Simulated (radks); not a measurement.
The zirconium anion Zr- inside a hard spherical wall (all orbitals vanish at R), configuration held at [Kr] 4d3 5s2 and not refilled when levels cross. Method: scalar-relativistic Kohn-Sham, r2SCAN, spin-polarised, spherical densities, finite nucleus; open shells are filled with parallel spins first (spin-orbit coupling, left out, can overturn this in heavy ions); meta-GGA in the generalised Kohn-Sham scheme; Fermi nuclear charge, rms radius 4.2694 fm; computed with a radial shooting solver on a logarithmic mesh with Libxc functionals. Eigenvalues in eV for spin up, with the zero of energy where the potential of the charges vanishes at infinity; a dash marks a level that is unbound or too diffuse for the functional's potential to be trusted. A positive occupied level is held by the wall or, in an anion where self-interaction has pushed it up, behind a barrier. The pressure on the wall is -dE/dV.

R (bohr)  E (hartree)  kinetic (hartree)    e(4s)    e(4p)   e(5s)   e(4d)  e(5p, empty)  e(6s, empty)  pressure (GPa)
15        -3599.09743           3700.707  -49.823  -27.371  -0.127   1.655         2.280         3.070         0.00513
12        -3599.09395           3700.723  -49.537  -27.084   0.101   1.921         2.645         4.407          0.0374
7         -3599.00442           3701.074  -46.723  -24.313   2.295   4.340         5.921        15.034            3.23
6         -3598.89827           3701.437  -44.790  -22.447   4.115   5.995         8.514        22.667            10.2
4         -3597.89420           3704.555  -35.887  -14.035  17.524  14.762        26.280        68.742             185
2.5       -3590.48699           3727.793  -10.243   12.340  90.046  48.062        109.64        248.23            5330
1.5       -3535.26138           3873.229   104.94   140.09  450.69  198.02        481.74        957.53          163000
